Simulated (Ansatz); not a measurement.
`Cl[SiH2]Cl` + `C[SiH](F)N[SiH](O)O` → `C[SiH](F)N[SiH](Cl)Cl` + `O[SiH2]O`  (redistribution)

Calculated with Ansatz (gas phase, PBE0-D4/def2-TZVP geometries, no zero-point term in ΔE). CCSD(T)/CBS adds triple-zeta CCSD(T) − MP2 to the extrapolated MP2 energy (def2 sets, frozen cores). DFT in def2-TZVPP. B3LYP here is the variant with VWN-RPA as its local correlation; programs differ in this. One conformer a species, not always the lowest.

`Cl[SiH2]Cl`:

```xyz
5

Cl   -0.188   -1.919    0.369
Si   -0.109    0.078   -0.043
Cl    1.783    0.781    0.257
H    -1.022    0.782    0.878
H    -0.463    0.278   -1.461
```

`C[SiH](F)N[SiH](O)O`:

```xyz
15

C    -1.531    1.769    1.180
Si   -0.567    0.202    0.981
F    -1.595   -1.015    0.712
N     0.494    0.305   -0.359
Si    1.529   -0.948   -0.944
O     1.018   -2.333   -0.238
O     1.527   -0.939   -2.581
H    -2.254    1.673    1.993
H    -0.867    2.604    1.419
H    -2.080    2.016    0.268
H     0.146   -0.197    2.215
H     0.470    1.160   -0.895
H     2.949   -0.796   -0.588
H     0.074   -2.471   -0.131
H     0.687   -1.031   -3.033
```

`C[SiH](F)N[SiH](Cl)Cl`:

Z-matrix (Å, degrees):
```
C
Si 1 1.848
H 1 1.093 2 111.4
H 1 1.092 2 110.1 3 119.3
H 1 1.092 2 111.0 3 -120.7
F 2 1.602 1 108.3 3 -60.7
N 2 1.724 1 110.2 3 59.8
H 2 1.481 1 114.2 3 -178.1
Si 7 1.701 2 129.2 1 -18.6
H 7 1.012 2 116.0 1 158.8
Cl 9 2.041 7 108.4 2 -158.9
Cl 9 2.050 7 112.5 2 82.1
H 9 1.472 7 111.7 2 -37.5
```

`O[SiH2]O`:

Z-matrix (Å, degrees):
```
Si
O 1 1.642
O 1 1.642 2 113.5
H 1 1.481 2 111.5 3 116.9
H 1 1.481 2 103.8 3 -121.2
H 2 0.958 1 117.7 3 -66.0
H 3 0.958 1 117.7 2 -66.0
```

```
             level  ΔE (kJ/mol)  difference from CCSD(T)/CBS
            PBE-D4          5.8                         -0.7
         r2SCAN-D4          8.5                          2.0
           PBE0-D4          6.2                         -0.3
          B3LYP-D4          5.4                         -1.1
           ωB97M-V          7.2                          0.7
               PBE          8.2                          1.7
            r2SCAN          9.4                          2.9
              PBE0          8.6                          2.1
     HF/def2-TZVPP          9.3                          2.8
SCS-MP2/def2-TZVPP          4.9                         -1.6
   CCSD/def2-TZVPP          7.7                          1.2
CCSD(T)/def2-TZVPP          7.1                          0.6
    MP2/def2-QZVPP          3.7                         -2.8
SCS-MP2/def2-QZVPP          4.7                         -1.8
      HF/CBS(def2)          9.6                          3.1
     MP2/CBS(def2)          3.4                         -3.1
       CCSD(T)/CBS          6.5                            0
```

Largest T1 diagnostic among the species: 0.011.

The D4 term adds −3.8 kJ/mol with B3LYP and −2.4 kJ/mol with PBE0; it sums over pairs of atoms, weighted by their polarisabilities, and B3LYP, whose exchange is more repulsive, gets the larger term.
